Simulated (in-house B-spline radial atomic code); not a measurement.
**The oxygen ion O⁴⁺: [He] 2s2**

All numbers are computed (non-relativistic Hartree-Fock with fractional occupations, spin-polarised, spherical fractional occupations; point nucleus) with a B-spline radial code for spherical atoms, not measured.

Z_r = [3n² - l(l+1)]/(2<r>); Z_e = n√(-2ε); the last column is Slater's effective charge. Values are occupation-weighted means over spin.

```tsv
shell	electrons	ε (eV)	<r> (bohr)	Z_r	Z_e	Slater
1s	2	-669.18	0.1972	7.61	7.01	7.70
2s	2	-111.31	0.9359	6.41	5.72	5.95
```

The least bound orbital is 2s at -111.3 eV, and it is also the most diffuse (<r> = 0.9359 bohr).
